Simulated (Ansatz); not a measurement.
The same ligand exchange along the group O, S, Se.

Calculated with Ansatz (gas phase, PBE0-D4/def2-TZVP geometries, no zero-point term in ΔE). CBS: MP2 limit from def2 TZ/QZ plus the TZ coupled-cluster correction, frozen cores. This one scheme is used for every species. Functionals use def2-TZVPP. B3LYP here is the variant with VWN-RPA as its local correlation; programs differ in this. For Se outer-core shells are correlated without core-valence functions, which leaves a few kJ/mol of doubt a bond. Scalar relativity is left out up to krypton. Each species was taken in one conformer, which may not be the lowest.

```csv
reaction,ωB97M-V (kJ/mol),r2SCAN-D4 (kJ/mol),B3LYP-D4 (kJ/mol),CCSD/CBS(def2) (kJ/mol),CCSD(T)/CBS(def2) (kJ/mol)
`O[SiH2]N[SiH3]` + H₂O → `O[SiH2]O` + `N[SiH3]`,-36,-37,-35,-33,-31
`[SiH3]N[SiH2]S` + H₂S → `S[SiH2]S` + `N[SiH3]`,10,6,11,12,11
`[SiH3]N[SiH2][SeH]` + H₂Se → `[SeH][SiH2][SeH]` + `N[SiH3]`,3,-2,3,1,0
```

Largest T1 diagnostic: 0.011, for `O[SiH2]O`.
